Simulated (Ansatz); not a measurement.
C$_{3}$H$_{6}$AlCl$_{2}$N (`CC#[N+][Al-]([CH3])([Cl])[Cl]`) at its PBE0-D4/def2-TZVP geometry, where that method's forces vanish. The species carries charge 0 and has multiplicity 1.

```xyz
13

C    -0.3519    1.7885    2.3607
C    -0.1284    1.0799    1.1272
N     0.0515    0.5261    0.1446
Al    0.4025   -0.3318   -1.6322
C    -0.0028   -2.2126   -1.3691
Cl   -0.9440    0.8200   -2.8166
Cl    2.4478    0.2231   -1.8583
H    -0.6749    1.0894    3.1336
H     0.5745    2.2731    2.6734
H    -1.1237    2.5451    2.2097
H     0.1635   -2.7751   -2.2925
H    -1.0470   -2.3656   -1.0810
H     0.6329   -2.6601   -0.5994
```

Task: What forces (eV/Å) does B3LYP-D4/def2-TZVPP give on these atoms in Ansatz 0.2.0? (Best estimate.)

Result: Ansatz gave: 
```
C1  -0.026  0.090  0.148
C2   0.019 -0.070 -0.111
N3  -0.001 -0.014 -0.004
Al4 -0.024 -0.057  0.048
C5  -0.011 -0.064 -0.001
Cl6 -0.093  0.069 -0.084
Cl7  0.139  0.028 -0.018
H8   0.013  0.048 -0.020
H9  -0.053 -0.013  0.006
H10  0.036 -0.027  0.030
H11 -0.012  0.010  0.047
H12  0.048 -0.008 -0.009
H13 -0.036  0.007 -0.033
```

B3LYP here is the variant with VWN-RPA as its local correlation; programs differ in this.
